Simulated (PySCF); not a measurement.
PySCF 2.14 output of an unrestricted LDA calculation on a single atom or ion in aug-cc-pV(T+d)Z with one added diffuse shell each of s, p, d, f type (7s6p5d3f, 71 functions), with the non-relativistic Hamiltonian (point nucleus):

```
SCF conv_tol = 1e-09
number electrons alpha = 9  beta = 6
    P. A. M. Dirac.,  Math. Proc. Cambridge Philos. Soc. 26, 376 (1930)
    F. Bloch.,  Z. Phys. 57, 545 (1929)
    S. H. Vosko, L. Wilk, and M. Nusair.,  Can. J. Phys. 58, 1200 (1980)
cycle= 1 E= -522.822562925324  delta_E= -0.00833  |g|= 0.0339  |ddm|= 0.317
cycle= 2 E= -522.822646753931  delta_E= -8.38e-05  |g|= 0.0066  |ddm|= 0.0303
cycle= 3 E= -522.82265057936  delta_E= -3.83e-06  |g|= 0.000532  |ddm|= 0.00479
cycle= 4 E= -522.822650644466  delta_E= -6.51e-08  |g|= 1.23e-06  |ddm|= 0.000661
cycle= 5 E= -522.822650644466  delta_E= 3.41e-13  |g|= 1.85e-08  |ddm|= 3.17e-06
converged SCF energy = -522.822650644466  <S^2> = 3.7502717  2S+1 = 4.0001358
```

The run itself started from symmetry-adapted Hartree-Fock orbitals and held the occupation by maximum overlap, on a logarithmic radial grid, so the iterations belong to that start.

Q: Which element, charge and spin multiplicity is this?

A: Ar³⁺ (argon, charge +3), multiplicity 4; the state was [Ne] 3s2 3p3, high-spin 4S determinant.
